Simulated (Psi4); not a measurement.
Computed with SAPT0/jun-cc-pVDZ, frozen core (Psi4).

Psi4 input:

```
molecule {
0 1
C -2.34127201 -1.31295871 -0.51081952
O -1.54143363 -0.15563291 -0.56801643
Si -0.00108440 -0.00173271 0.01402909
C 0.01203708 0.06867070 1.87782538
O 0.64869864 1.37021087 -0.64238665
C 0.04904199 2.64386319 -0.66933721
O 0.87745993 -1.28714697 -0.54362670
C 2.28150624 -1.39370940 -0.55171805
H -1.81872454 -2.18868637 -0.93415676
H -2.63933170 -1.55754648 0.52661090
H -3.25926901 -1.13993513 -1.09436544
H -0.54905431 0.94300208 2.24544847
H 1.04152563 0.14130326 2.26421249
H -0.44813333 -0.83403144 2.31118707
H -0.96026858 2.60769197 -1.11564910
H 0.67378752 3.31826504 -1.27599413
H -0.03759440 3.08086748 0.34381419
H 2.75159870 -0.52312679 -1.04182532
H 2.56601824 -2.30146389 -1.10686876
H 2.69449194 -1.47790378 0.47163649
--
0 1
N -0.83047305 0.67414671 -3.60222509
H -1.31965662 0.49209802 -2.73336312
H 0.03344072 1.14985859 -3.36830798
H -0.58207582 -0.22328894 -4.00256496
units angstrom
symmetry c1
no_reorient
no_com
}
set basis jun-cc-pvdz
set scf_type df
set freeze_core true
energy('sapt0')
```

Part of the output:

```
    SAPT Results
  --------------------------------------------------------------------------------------------------------
    Electrostatics                 -7.19252588 [mEh]      -4.51337813 [kcal/mol]     -18.88397410 [kJ/mol]
      Elst10,r                     -7.19252588 [mEh]      -4.51337813 [kcal/mol]     -18.88397410 [kJ/mol]

    Exchange                        8.57943812 [mEh]       5.38367870 [kcal/mol]      22.52531167 [kJ/mol]
      Exch10                        8.57943812 [mEh]       5.38367870 [kcal/mol]      22.52531167 [kJ/mol]
      Exch10(S^2)                   8.54341337 [mEh]       5.36107283 [kcal/mol]      22.43072871 [kJ/mol]

    Induction                      -1.23410373 [mEh]      -0.77441178 [kcal/mol]      -3.24013890 [kJ/mol]
      Ind20,r                      -3.17229808 [mEh]      -1.99064710 [kcal/mol]      -8.32886745 [kJ/mol]
      Exch-Ind20,r                  2.56830803 [mEh]       1.61163762 [kcal/mol]       6.74309181 [kJ/mol]
      delta HF,r (2)               -0.63011369 [mEh]      -0.39540231 [kcal/mol]      -1.65436326 [kJ/mol]

    Dispersion                     -4.08624917 [mEh]      -2.56416007 [kcal/mol]     -10.72844573 [kJ/mol]
      Disp20                       -4.76825384 [mEh]      -2.99212446 [kcal/mol]     -12.51904873 [kJ/mol]
      Exch-Disp20                   0.68200467 [mEh]       0.42796439 [kcal/mol]       1.79060301 [kJ/mol]
      Disp20 (SS)                  -2.38412692 [mEh]      -1.49606223 [kcal/mol]      -6.25952437 [kJ/mol]
      Disp20 (OS)                  -2.38412692 [mEh]      -1.49606223 [kcal/mol]      -6.25952437 [kJ/mol]
      Exch-Disp20 (SS)              0.39513592 [mEh]       0.24795154 [kcal/mol]       1.03742922 [kJ/mol]
      Exch-Disp20 (OS)              0.28686874 [mEh]       0.18001285 [kcal/mol]       0.75317378 [kJ/mol]

  Total HF                          0.15280851 [mEh]       0.09588879 [kcal/mol]       0.40119868 [kJ/mol]
  Total SAPT0                      -3.93344067 [mEh]      -2.46827128 [kcal/mol]     -10.32724705 [kJ/mol]
```
